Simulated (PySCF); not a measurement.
# Fine-structure interval of Os³¹⁺ by level of theory

Os³¹⁺ [Kr] 4d9 [4d3/2^4 4d5/2^5, M_J = 5/2] → Os³¹⁺ [Kr] 4d9 [4d3/2^3 4d5/2^6, M_J = 3/2], as a difference of total energies. Calculation: PySCF 2.14, in an uncontracted even-tempered set (17 s from 2.9 bohr⁻², ratio 2.8; 14 p from 3.8 bohr⁻², ratio 2.8; 9 d from 3.8 bohr⁻², ratio 2.8; 3 f from 18 bohr⁻², ratio 3); the two-component X2C-1e Hamiltonian. Correlated levels: [Ar] 3d10 frozen; the 92 highest virtual spinors dropped. "Screened" scales the spin-orbit matrix elements by Boettger's factors to mimic the two-electron term; Breit and QED terms are absent.

| method | fine-structure interval (cm⁻¹) |
| --- | --- |
| GHF (screened spin-orbit) | 159580 |
| GMP2 (screened spin-orbit) | 160110 |
| GHF (bare spin-orbit) | 184020 |
